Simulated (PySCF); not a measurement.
**Two-component Hartree-Fock for Ir (iridium, neutral)**

Start: [Xe] 4f14 5d6 6s2 6p1; 5d3/2 filled at m_j = +3/2; 5d5/2 filled at m_j = -3/2, -1/2, +1/2, +3/2, +5/2; 6p3/2 filled at m_j = +3/2. Calculated with PySCF 2.14 in x2c-SVPall-2c with one added diffuse shell each of s, d type (8s9p10d2f, 99 functions): generalised Hartree-Fock with the X2C-1e Hamiltonian and a Gaussian nucleus; one run each with spin-orbit coupling (SO) switched off, then screened by Boettger's factors. This is a chosen level, not necessarily the ground level.

```
spinor shell  electrons  ε, spin-free (eV)  ε, screened SO (eV)  weight of nominal j (screened SO)  rms radius, screened SO (bohr)
       1s1/2          2           -76535.6             -76508.5                              1.000                          0.0197
       2s1/2          2           -13541.7             -13532.9                              1.000                          0.0796
       2p1/2          2           -11774.1             -12942.1                              1.000                          0.0675
       2p3/2          4           -11774.1             -11308.5                              1.000                          0.0752
       3s1/2          2            -3237.9              -3234.6                              1.000                           0.203
       3p1/2          2            -2712.5              -2970.5                              1.000                           0.195
       3p3/2          4            -2712.5              -2607.0                              1.000                           0.210
       3d3/2          4            -2125.6              -2169.7                              1.000                           0.186
       3d5/2          6            -2125.6              -2092.6                              1.000                           0.189
       4s1/2          2            -730.28              -728.90                              1.000                           0.450
       4p1/2          2            -554.87              -616.12                              1.000                           0.456
       4p3/2          4            -554.87              -529.06                              1.000                           0.489
       4d3/2          4            -334.80              -343.67                              0.999                           0.508
       4d5/2          6            -334.80              -327.11                              1.000                           0.519
       5s1/2          2            -120.64              -120.06                              1.000                            1.05
       4f5/2          6            -88.060              -89.041                              0.989                           0.586
       4f7/2          8            -88.060              -85.731                              0.991                           0.586
       5p1/2          2            -71.833              -82.733                              0.959                            1.19
       5p3/2          4            -71.833              -66.533                              0.981                            1.23
       5d5/2          5            -18.066              -18.333                              0.456                            1.73
       5d3/2          1            -18.066              -15.011                              0.646                            1.76
       6s1/2          2            -10.477              -10.496                              0.954                            3.05
       6p3/2          1             -4.753               -4.450                              1.000                            3.99
```

```json
{"quantity": "E (hartree)", "spin-free": "-17813.17809", "screened SO": "-17837.70817"}
{"quantity": "M_J", "spin-free": "11/2", "screened SO": "11/2"}
{"quantity": "⟨J²⟩", "spin-free": "35.835", "screened SO": "35.985"}
{"quantity": "⟨L²⟩", "spin-free": "12.077", "screened SO": "14.096"}
{"quantity": "⟨S²⟩", "spin-free": "8.758", "screened SO": "7.822"}
```

Each row is a mean over spinors that exchange with the open shell spreads, by up to 8.209 eV (5p3/2).

Rows whose weight is well below 1 are mixtures of j = l ± 1/2: exchange outweighs spin-orbit coupling there, and the label is only the starting occupation.

⟨J²⟩ departs a little from M_J(M_J + 1) because the unrestricted spinors polarise the closed shells.

Breit and QED terms are absent; they matter most for the inner s and p1/2 levels.

Densities and radii are taken from the X2C orbitals without a picture-change correction, which distorts them close to the nucleus.

Without spin-orbit coupling the j labels of p, d and f shells carry no meaning; the spin-free column gives the mean over the occupied spinors of each nl shell.
